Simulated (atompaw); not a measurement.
Which change was made? (Cr, PAW (atompaw))

```json
{
 "Element": "chromium (Cr)",
 "Generator": "atompaw 4.2.0.5",
 "Type": "PAW",
 "Functional": "PBEsol",
 "Relativity": "scalar-relativistic",
 "Frozen core": "[Ar]",
 "Valence charge": "6",
 "Reference configuration": "3d5 4s0 4p0 (charge +1)",
 "Partial waves": "4s (bound, empty): rc 2.60 bohr; 4s channel at -0.3 Ry: rc 2.60 bohr; 4p (bound, empty): rc 2.60 bohr; 4p channel at 0.05 Ry: rc 2.60 bohr; 3d (bound): rc 1.55 bohr; 3d channel at 2.95 Ry: rc 2.60 bohr",
 "Local potential": "bessel scheme, radius 2.45 bohr",
 "Core correction": "smooth core density matched at 1.70 bohr",
 "Augmentation charge": "sinc compensation charge, radius 2.30 bohr; PAW radius 2.60 bohr; waves and projectors: custom rrkj vanderbiltortho"
}
```

Cutoffs, loose and tight: the cutoffs (Ry, on a coarse ladder) from which the occupation-weighted sum of valence levels, in a spherical-Bessel basis at the reference potential, stays within 10 and 1 mRy of its value at 400 Ry. They see the waves, projectors and local potential, not the compensation charge or the core.

The base gives: outcome: generated; cutoff, loose: 40 Ry; cutoff, tight: 70 Ry; bound ghosts: none.

Task: After one change the result is: outcome: failed: atompaw: The overlap operator has at least one negative eigenvalue!. Which change was it?
A. all radii scaled by about 1.19 (s 3.08, p 3.08, d 1.84 bohr); local potential bessel scheme, radius 2.90 bohr; augmentation sinc compensation charge, radius 2.74 bohr; PAW radius 3.08 bohr; waves and projectors: custom rrkj vanderbiltortho; core correction smooth core density matched at 2.02 bohr
B. all radii scaled by about 0.90 (s 2.34, p 2.34, d 1.40 bohr); local potential bessel scheme, radius 2.20 bohr; augmentation sinc compensation charge, radius 2.06 bohr; PAW radius 2.34 bohr; waves and projectors: custom rrkj vanderbiltortho; core correction smooth core density matched at 1.52 bohr
C. all radii scaled by about 0.78 (s 2.02, p 2.02, d 1.20 bohr); local potential bessel scheme, radius 1.90 bohr; augmentation sinc compensation charge, radius 1.78 bohr; PAW radius 2.02 bohr; waves and projectors: custom rrkj vanderbiltortho; core correction smooth core density matched at 1.32 bohr

Result: C. The others give: all radii scaled by about 1.19 (s 3.08, p 3.08, d 1.84 bohr); local potential bessel scheme, radius 2.90 bohr; augmentation sinc compensation charge, radius 2.74 bohr; PAW radius 3.08 bohr; waves and projectors: custom rrkj vanderbiltortho; core correction smooth core density matched at 2.02 bohr → outcome: generated; cutoff, loose: 30 Ry; cutoff, tight: 50 Ry; bound ghosts: none | all radii scaled by about 0.90 (s 2.34, p 2.34, d 1.40 bohr); local potential bessel scheme, radius 2.20 bohr; augmentation sinc compensation charge, radius 2.06 bohr; PAW radius 2.34 bohr; waves and projectors: custom rrkj vanderbiltortho; core correction smooth core density matched at 1.52 bohr → outcome: generated; cutoff, loose: 50 Ry; cutoff, tight: 90 Ry; bound ghosts: none.
